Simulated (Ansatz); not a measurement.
`B/C=C/C`, charge 0, multiplicity 1.

(1) Give a relaxed structure at PBE0-D4/def2-TZVP (Ansatz). (An estimate is asked.)

Results:

(1) Computed: 
Z-matrix (Å, degrees):
```
C
C 1 1.483
H 1 1.091 2 112.0
H 1 1.095 2 110.4 3 121.5
H 1 1.095 2 110.5 3 -121.5
C 2 1.345 1 126.3 3 -0.1
H 2 1.090 1 116.0 3 179.9
B 6 1.525 2 120.7 1 -180.0
H 6 1.090 2 117.3 1 0.0
H 8 1.200 6 118.9 2 -0.1
H 8 1.198 6 122.1 2 179.9
```
Point group Cs.
This is one stationary point; other conformers may exist.
